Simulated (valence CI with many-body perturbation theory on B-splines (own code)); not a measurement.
# Ru XXII: E2, M1 decay

Level of theory: configuration interaction combined with many-body perturbation theory (CI+MBPT): five valence electrons over a frozen Dirac-Fock core [Ar], a basis of 7 s, 7 p, 8 d, 6 f, 4 g, 1 h functions for each j, with the one-electron correlation potential Σ1, the two-electron term Σ2, the three-electron term Σ3, Breit, model QED; selected CI, second order for the rest (own B-spline code, finite nucleus).

No measured spectrum was set against this ion. As an estimate, terms of the open shell hold to 2 to 4 % of their energy, and close levels can change places. Core correlation moves these levels by up to 13000 cm⁻¹, and in measured spectra 5 to 20 % of such shifts remained as error; rates that hang on mixing are uncertain with them. Only levels of the ground parity were solved; by the run's estimate the other parity begins above the list, which can be wrong where configurations are misplaced.

Lines 1 to 50 of 120 in falling wavelength, among levels below 403630 cm⁻¹, chosen from the decays that carry over 1 % of a level's rate. Wavelengths and rates use the calculated energies, so an error of 3000 cm⁻¹ moves a line at 481.8 nm by 14 % and its rate by three times that or more. Electric multipoles are in the length gauge, E1 and E2 with the static RPA response of the core. Weak lines are less certain than strong ones. Lines between different terms over intervals too small for the method are left out, as are lines whose strength nearly cancels. Intervals below about 3000 cm⁻¹, as at the head of this list, are uncertain by tens of per cent. Branching is blank where the lifetime is uncertain.

Names give the largest LS component (configuration and term), which can be under half, so a name can repeat, a term be missing and a line seem to break the LS rules; names also repeat where a configuration has a term twice. Letters in brackets count levels of one name in rising energy.

| λ vac (nm) | Upper | Lower | Type | A (s⁻¹) | Branch % |
| --- | --- | --- | --- | --- | --- |
| 4673 | 3d5 4G_11/2 | 3d5 4G_7/2 | E2 | 1.56e-10 |  |
| 2337 | 3d5 4G_9/2 | 3d5 4G_11/2 | M1 | 2.34e+00 | 20.6 |
| 1558 | 3d5 4G_9/2 | 3d5 4G_7/2 | M1 | 9.01e+00 | 79.4 |
| 972.9 | 3d5 4D_3/2 | 3d5 4D_5/2 | M1 | 3.54e+01 | 1.6 |
| 911.6 | 3d5 4P_1/2 | 3d5 4P_3/2 | M1 | 6.37e+01 | 100.0 |
| 878.6 | 3d5 2I_13/2 | 3d5 2I_11/2 | M1 | 1.41e+01 | 16.4 |
| 741.6 | 3d5 2F_7/2 [c] | 3d5 2F_5/2 [b] | M1 | 2.90e+01 | 1.5 |
| 579.4 | 3d5 4G_7/2 | 3d5 4G_5/2 [a] | M1 | 1.07e+02 | 75.8 |
| 572.9 | 3d5 4F_3/2 | 3d5 4F_5/2 | M1 | 1.28e+02 | 6.1 |
| 481.8 | 3d5 4F_5/2 | 3d5 2D_3/2 [a] | M1 | 6.77e+01 | 3.0 |
| 464.2 | 3d5 4P_3/2 | 3d5 4G_5/2 [a] | M1 | 1.38e+02 | 5.2 |
| 450.0 | 3d5 4D_7/2 | 3d5 4G_9/2 | M1 | 7.28e+01 | 11.7 |
| 449.2 | 3d5 4G_5/2 [b] | 3d5 4G_5/2 [a] | M1 | 4.04e+02 | 20.4 |
| 439.0 | 3d5 2F_7/2 [a] | 3d5 4D_5/2 | M1 | 1.39e+01 | 2.7 |
| 423.0 | 3d5 4D_7/2 | 3d5 4G_5/2 [b] | M1 | 1.86e+02 | 30.1 |
| 415.8 | 3d5 2H_9/2 | 3d5 2G_9/2 [a] | M1 | 1.69e+02 | 5.7 |
| 415.2 | 3d5 4F_5/2 | 3d5 2F_7/2 [a] | M1 | 3.25e+02 | 14.5 |
| 367.7 | 3d5 2G_9/2 [b] | 3d5 2G_7/2 [a] | M1 | 1.33e+02 | 7.2 |
| 361.6 | 3d5 2H_11/2 | 3d5 2H_9/2 | M1 | 1.07e+02 |  |
| 349.1 | 3d5 4D_7/2 | 3d5 4G_7/2 | M1 | 1.87e+02 | 30.1 |
| 347.4 | 3d5 2G_7/2 [a] | 3d5 2F_5/2 [a] | M1 | 1.67e+02 | 9.3 |
| 346.8 | 3d5 4D_1/2 | 3d5 4P_1/2 | M1 | 6.40e+02 | 60.3 |
| 343.5 | 3d5 2H_9/2 | 3d5 2F_7/2 [a] | M1 | 6.64e+01 | 2.2 |
| 333.3 | 3d5 2F_5/2 [a] | 3d5 4D_5/2 | M1 | 7.42e+01 | 1.3 |
| 313.2 | 3d5 2F_7/2 [c] | 3d5 2H_9/2 | M1 | 1.59e+02 | 8.1 |
| 297.9 | 3d5 4D_5/2 | 3d5 4P_3/2 | M1 | 9.22e+01 | 4.8 |
| 293.4 | 3d5 2G_9/2 [b] | 3d5 2H_9/2 | M1 | 5.42e+02 | 29.2 |
| 291.4 | 3d5 4F_3/2 | 3d5 2F_5/2 [a] | M1 | 2.26e+01 | 1.1 |
| 277.7 | 3d5 2G_7/2 [a] | 3d5 2F_7/2 [a] | M1 | 2.09e+02 | 11.6 |
| 273.3 | 3d5 4F_5/2 | 3d5 4D_3/2 | M1 | 1.02e+02 | 4.5 |
| 270.7 | 3d5 2F_7/2 [b] | 3d5 2F_5/2 [a] | M1 | 1.83e+02 | 5.8 |
| 270.6 | 3d5 2F_7/2 [c] | 3d5 4F_5/2 | M1 | 2.39e+02 | 12.3 |
| 269.8 | 3d5 2G_9/2 [a] | 3d5 4D_7/2 | M1 | 1.39e+02 | 18.9 |
| 264.2 | 3d5 4D_5/2 | 3d5 4G_7/2 | M1 | 2.91e+02 | 15.1 |
| 261.7 | 3d5 4F_3/2 | 3d5 2D_3/2 [a] | M1 | 2.71e+02 | 12.9 |
| 255.7 | 3d5 2F_7/2 [b] | 3d5 2G_9/2 [a] | M1 | 4.30e+02 | 13.5 |
| 255.0 | 3d5 2F_5/2 [a] | 3d5 4D_7/2 | M1 | 2.14e+02 | 3.8 |
| 251.2 | 3d5 4D_1/2 | 3d5 4P_3/2 | M1 | 4.21e+02 | 39.7 |
| 247.9 | 3d5 2F_5/2 [b] | 3d5 2F_5/2 [a] | M1 | 2.17e+02 | 7.6 |
| 243.7 | 3d5 2H_9/2 | 3d5 2I_11/2 | M1 | 8.48e+01 | 2.9 |
| 236.4 | 3d5 2I_11/2 | 3d5 4G_9/2 | M1 | 1.33e+02 | 19.0 |
| 231.9 | 3d5 4D_3/2 | 3d5 4G_5/2 [b] | M1 | 7.42e+01 | 3.4 |
| 228.1 | 3d5 4D_3/2 | 3d5 4P_3/2 | M1 | 5.11e+02 | 23.1 |
| 226.4 | 3d5 2F_7/2 [b] | 3d5 2F_7/2 [a] | M1 | 8.10e+01 | 2.6 |
| 226.1 | 3d5 2F_5/2 [b] | 3d5 2D_3/2 [a] | M1 | 5.35e+02 | 18.7 |
| 217.9 | 3d5 4D_7/2 | 3d5 4G_5/2 [a] | M1 | 2.60e+01 | 4.2 |
| 214.7 | 3d5 2I_11/2 | 3d5 4G_11/2 | M1 | 5.68e+02 | 81.0 |
| 213.4 | 3d5 4F_5/2 | 3d5 4D_5/2 | M1 | 6.48e+02 | 28.9 |
| 210.3 | 3d5 2F_5/2 [b] | 3d5 2F_7/2 [a] | M1 | 5.30e+01 | 1.9 |
| 205.3 | 3d5 2D_3/2 [a] | 3d5 4P_1/2 | M1 | 2.11e+02 | 8.1 |
